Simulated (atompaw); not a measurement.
Pseudopotential generation for Li: PAW (atompaw), PBE, scalar-relativistic.

The input file (atompaw 4.2.0.5):

```
Li 3
GGA-PBE scalarrelativistic loggrid 1500 logderivrange -2 5 176
2 2 0 0 0 0
2 0 1
2 1 0
0 0 0
c
v
v
1
3.00 2.85 2.95 2.95
y
3.6
n
y
0.3
n
custom polynom gramschmidtortho sinc
2 0.5 troulliermartins
3.00
2.80
3.00
3.00
PWSCFOUT
UPFDX 0.0125d0 UPFXMIN -7.d0 UPFZMESH 3.d0
END
```

Command:

```bash
atompaw < Li.input > Li.log
```

The program printed (summary file):

```
Completed calculations for Li (AE)

 Exchange-correlation type: GGA, Perdew-Burke-Ernzerhof

 Radial integration grid is logarithmic
 r0 =   2.3230853E-03 h =   6.9692560E-03   n =      1500 rmax =   8.0000000E+01

 Scalar relativistic calculation

 AEatom converged in  20 iterations
   nz     =   3.00
   delta  =       3.632946259301E-17

 All Electron Orbital energies:
  n  l      occupancy      energy
  1  0      2.0000000E+00 -3.8112491E+00
  2  0      1.0000000E+00 -2.1124894E-01
  2  1      0.0000000E+00 -8.0103356E-02

 Total energy
   Total                    :      -14.90439578696278

 ---
 Completed calculations for Li (SC)

 Exchange-correlation type: GGA, Perdew-Burke-Ernzerhof

 Radial integration grid is logarithmic
 r0 =   2.3230853E-03 h =   6.9692560E-03   n =      1500 rmax =   8.0000000E+01

 Scalar relativistic calculation

 SCatom converged in   1 iterations
   nz     =   3.00
   delta  =       1.873899400121E-19

 Valence Electron Orbital energies:
  n  l      occupancy      energy
   2  0      1.0000000E+00 -2.1124894E-01
   2  1      0.0000000E+00 -8.0103356E-02

 Total energy
   Total                    :      -14.90439578696091
   Valence                  :       -3.69947760279468

 PAW parameters:
       lmax =            1
         rc =    3.0004496019213001
        irc =         1029
   rc_shape =    2.8574757893695564
    rc_vloc =    2.9588857606856043
    rc_core =    2.9588857606856043
   Vloc: Norm-conserving Troullier-Martins with l= 2;e=   5.0000E-01
   Projector type: polynomial pseudization + Gram-Schmidt ortho.
   Sinc^2 compensation charge shape zeroed at   2.8575E+00

 Number of basis functions     4
 No.   n  nodes  l      Energy         Cp coeff         Occ
  1    2    1    0   -0.2112489E+00  0.1000000E+01  0.1000000E+01
  2  999    2    0    0.3600000E+01  0.1716181E+00  0.0000000E+00
  3    2    0    1   -0.8010336E-01  0.1000000E+01  0.0000000E+00
  4  999    1    1    0.3000000E+00  0.3230201E-01  0.0000000E+00

 Eigenvalues of overlap operator (in the basis of projectors):
    1        4.47694130E-02
    2        2.05360289E+00
    3        3.72876660E+00
    4        1.24683412E+01

 Orbital leakage outside PAW augmentation regions
   orb  is_core?  %out_of_sphere
   1 0    T           0.01
   2 0    F          67.18
   2 1    F          79.62

 Summary of PAW energies
   Total valence energy     :     -3.69947783632347
   Smooth energy            :      0.13859600045277
   One center               :     -3.83807383677624
   Smooth kinetic           :      0.13624078397086
   Vloc energy              :     -0.02376730967787
   Smooth exch-corr         :     -0.22515466231150
   One-center xc            :     -3.34885888224468
```

The run took about 0.6 s on one core of a shared server CPU.
